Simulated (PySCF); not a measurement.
CH8O3Si3: full NMR table

| Property | Result |
| --- | --- |
| Formula | CH8O3Si3 |
| SMILES | C[SiH]1O[SiH2]O[SiH2]O1 |
| InChI | InChI=1S/CH8O3Si3/c1-7-3-5-2-6-4-7/h7H,5-6H2,1H3 |
| Point group of the computed structure | C1 |
| Degrees of unsaturation | 1 |
| Carbon signals | 1 |
| Proton signals | 4 |

Molfile (atoms numbered from 1):
```
CH8O3Si3
     RDKit          3D

 15 15  0  0  0  0  0  0  0  0999 V2000
    2.4171    0.5402   -0.0393 C   0  0  0  0  0  0  0  0  0  0  0  0
    0.7910    0.1057    0.8138 Si  0  0  0  0  0  4  0  0  0  0  0  0
   -0.3197    1.2495    0.4717 O   0  0  0  0  0  0  0  0  0  0  0  0
   -1.7965    1.1378   -0.1935 Si  0  0  0  0  0  4  0  0  0  0  0  0
   -2.0819   -0.4111   -0.5934 O   0  0  0  0  0  0  0  0  0  0  0  0
   -1.1539   -1.7374   -0.4479 Si  0  0  0  0  0  4  0  0  0  0  0  0
    0.2518   -1.3277    0.2532 O   0  0  0  0  0  0  0  0  0  0  0  0
    2.8177    1.4666    0.3579 H   0  0  0  0  0  0  0  0  0  0  0  0
    2.2996    0.6610   -1.1130 H   0  0  0  0  0  0  0  0  0  0  0  0
    3.1538   -0.2375    0.1307 H   0  0  0  0  0  0  0  0  0  0  0  0
    0.8154   -0.0131    2.2669 H   0  0  0  0  0  0  0  0  0  0  0  0
   -2.7603    1.4952    0.8342 H   0  0  0  0  0  0  0  0  0  0  0  0
   -1.7565    1.8998   -1.4313 H   0  0  0  0  0  0  0  0  0  0  0  0
   -1.8469   -2.6343    0.4618 H   0  0  0  0  0  0  0  0  0  0  0  0
   -0.8350   -2.1867   -1.7937 H   0  0  0  0  0  0  0  0  0  0  0  0
  1  2  1  0
  2  3  1  0
  3  4  1  0
  4  5  1  0
  5  6  1  0
  6  7  1  0
  7  2  1  0
  1  8  1  0
  1  9  1  0
  1 10  1  0
  2 11  1  0
  4 12  1  0
  4 13  1  0
  6 14  1  0
  6 15  1  0
M  END
```

[PySCF: geometry from GFN2-xTB; GIAO PBE0/pcSseg-1 shieldings; isolated molecule; a single conformation; non-relativistic Hamiltonian; fast rotation and ring inversion assumed for equivalent nuclei]

References, each an isolated molecule treated in the same way: 1H (σref 31.72), 13C (σref 186.93), 29Si (σref 349.16) vs TMS; H2O for 17O (σref 336.08).

| carbon | δC, type | δH (multiplicity) | HMBC from (2–3 bonds) | span of the C tensor (ppm) |
| --- | --- | --- | --- | --- |
| C1 | 2.5, CH3 | 0.30 (d) | H11 | 18 |

Other nuclei:
| atoms | nucleus | environment | δ (ppm) | σ (ppm) |
| --- | --- | --- | --- | --- |
| H11 | 1H | hydrogen on a silicon bonded to C, 2 O, in a 6-membered ring | 5.28 | 26.43 |
| H12/H14 | 1H | hydrogen on a silicon bonded to 2 O, in a 6-membered ring | 5.20 | 26.52 |
| H13/H15 | 1H | hydrogen on a silicon bonded to 2 O, in a 6-membered ring | 5.19 | 26.53 |
| Si2 | 29Si | silicon bonded to C, 2 O, H, in a 6-membered ring | -24.5 | 373.6 |
| Si4/Si6 | 29Si | silicon bonded to 2 O, 2 H, in a 6-membered ring | -39.6 | 388.8 |
| O3/O7 | 17O | oxygen bonded to 2 Si, in a 6-membered ring | 95.1 | 241.0 |
| O5 | 17O | oxygen bonded to 2 Si, in a 6-membered ring | 86.3 | 249.8 |

- δC 2.5: methyl carbon bonded to Si; an electropositive neighbour leaves it electron-rich and shielded.
- δH 5.28: hydrogen on a silicon bonded to C, 2 O, in a 6-membered ring.
- δH 5.20, 5.19: hydrogen on a silicon bonded to 2 O, in a 6-membered ring.
- δH 0.30: hydrogen on a methyl carbon bonded to Si; an electropositive neighbour shields it, as in TMS itself.

Shifts are as computed. Against solution values, carbons near 30 ppm lie about +3 ppm off and those near 130 ppm about +5 ppm. Of 1211 compounds with measured shifts, 218 miss one by over three times the rms of a fit or turn the order of signals round; such compounds aren't used in these exercises. Experimental scales use liquid or dissolved standards, which lie at an offset from isolated H2O (liquid H2O: subtract about 36 ppm). No couplings were computed; multiplicities are counted from neighbouring protons, with m where these are inequivalent, close in shift, in a saturated or five-membered ring or joined by F or P, and br s for small geminal =CH2 splittings.
